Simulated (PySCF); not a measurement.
# Working with the constants of SnC⁺

UHF-CCSD(T) constants of SnC⁺, ⁴Σ⁻ (quartet), unpaired electrons σ ↑, π ↑↑ (PySCF, spin-free X2C with a Gaussian nucleus, basis sets Sn x2c-SVPall, C x2c-SVPall; masses 119.9022 and 12.0000 u):

* ωe: 602.3 cm⁻¹
* ωexe: 3.32 cm⁻¹
* Be: 0.34082 cm⁻¹
* αe: 0.00247 cm⁻¹
* De to Sn⁺ + C: 2.35 eV

Question: What force constant and bond length do these constants imply?

Answer: Reduced mass μred = 10.908 u; k = 5.8918×10⁻⁷·μred·ωe² (u, cm⁻¹, mdyn/Å) = 2.33 mdyn/Å; Re = √(16.8576/(μred·Be)) (u, cm⁻¹, Å) = 2.129 Å.

Question: Estimate the centrifugal constant D from the Kratzer relation and find the Dunham coefficient a1.

Answer: D = 4Be³/ωe² = 4.37e-07 cm⁻¹; a1 = −1 − αeωe/(6Be²) = -3.13.

Correlated steps freeze 19 core orbitals. Correlated levels converge slowly with the basis: in double zeta they bind strong bonds too weakly, by up to about 1 eV, and carry superposition errors of some tenths. Spin–orbit coupling is left out, which matters for elements this heavy, above all for dissociation energies. For an ion De counts to the pair picked by the measured ionisation energies or electron affinities, which need not be the lowest pair at this level. The state was picked by a PBE0 search and need not be the measured ground state.
